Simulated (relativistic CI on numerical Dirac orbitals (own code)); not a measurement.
Computed by Dirac-Coulomb-Breit CI, KLI orbitals optimised for each configuration, model QED (radiative potential, 1s self-energy scaled to tabulated hydrogen-like ionisation energies), unscaled Slater integrals (own radial code, finite nucleus).

The strongest absorption lines from the ground level of an ion, among the configurations computed and to levels below about 305 eV (vacuum wavelength in nm, gf): 6.8035 (0.02), 7.0688 (0.055), 7.1549 (0.00055), 8.9505 (0.22), 9.4348 (0.39), 14.428 (6.4), 18.200 (0.16), 20.841 (0.002).

(1) Which ion is it?
A. Cd XIII
B. Cd XV
C. Pd XI
D. Cd XI

Results:

(1) A. Cd XIII has 36 electrons and the ground level 4s2.4p6 1S_0; the strongest line goes to 4s2.4p5.4d 1P°_1. The pattern of lines fixes the number of electrons, and along that sequence the line energies rise steadily with the charge (about as its square where n changes within one kind of shell, about linearly where n is kept but much faster in heavy ions where fine structure, which grows about as Z⁴, sets the gap, and irregularly where shells cross), which fixes Z. Configurations outside the model, such as inner-shell arrays, can give stronger lines. At this charge energies of transitions that change n are usually good to better than 1 %, and those within a shell (Δn = 0) to a few per cent.

LS names give the leading component of a level, which can be under half, so a name can repeat, a term be missing and a line seem to break the LS rules.
